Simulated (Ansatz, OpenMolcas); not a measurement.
# How basis sets differ on AlCl2F (SMILES [F][Al]([Cl])[Cl])

AlCl2F: 4 atoms, total charge 0, spin state singlet. SMILES: `[F][Al]([Cl])[Cl]`. The shape is that of a PBE0-D4/def2-TZVP optimisation.

```xyz
4

F     0.0874    0.3882    1.6824
Al    0.0048    0.0215    0.0936
Cl    1.2230   -1.4637   -0.6634
Cl   -1.3153    1.0539   -1.1125
```

Each level gives the dipole moment (D). The values are calculated.

| level | kind | program | value (D) | CPU time |
| --- | --- | --- | --- | --- |
| SVWN5/STO-3G | LDA | Ansatz | 2.15 | 0.63 s |
| SVWN5/def2-SVPD | LDA | OpenMolcas | 0.53 | 21 s |
| SVWN5/6-311++G(2d,2p) | LDA | Ansatz | 0.58 | 2 s |
| SVWN5/6-311++G(3df,3pd) | LDA | Ansatz | 0.50 | 2.9 s |

The values span 0.50 to 2.15 D. Magnitudes only: a small dipole may point the other way at some levels. Sets without polarisation functions give poor dipoles. Without the sets that lack polarisation functions the rows with a basis span only 0.50 to 0.58 D. CPU times are rough (shared hosts, several kinds of processor): they show what a rung costs within a factor of a few.
